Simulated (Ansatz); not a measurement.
This geometry of AlF3 + H2 (6 atoms, charge 0, multiplicity 1) is a first-order saddle point.

Level of theory: Ansatz 0.2.0, RKS PBE-D4/def2-SVP.

```xyz
6
Properties=species:S:1:pos:R:3
Al 0.017 -0.374 -0.104
F 0.019 -0.046 1.801
F 1.449 0.189 -0.747
F -1.447 0.119 -0.731
H 0.056 -1.887 0.598
H 0.042 -1.084 1.654
```

Q: Which two structures does it join? (They come from a converged band through this point; their orientation in space is the band's.)

A: Bonds broken: H5–H6. Bonds formed: Al1–H5, F2–H6. AlF3 + H2 becomes AlF3H2.

Image 0:

```xyz
6
Properties=species:S:1:pos:R:3
Al 0.005 0.093 0.160
F -0.001 0.612 1.745
F 1.440 0.019 -0.675
F -1.432 -0.052 -0.663
H 0.068 -2.046 0.601
H 0.056 -1.709 1.303
```

Image 6:

```xyz
6
Properties=species:S:1:pos:R:3
Al 0.019 -0.499 -0.214
F 0.015 -0.046 1.772
F 1.434 0.258 -0.698
F -1.436 0.183 -0.687
H 0.061 -2.044 0.191
H 0.042 -0.936 2.108
```

Q: How far does it lie above each of them?

A: 1.04 eV above the first and 0.03 eV above the second. This is the barrier of this one path; another mechanism may lie lower. The orbitals stay closed-shell, which can raise the energy where a bond breaks towards radicals; this wasn't checked here.

The run took 61 s on 1 thread of Arm Neoverse V1 (shared host), peak memory 0.12 GiB.
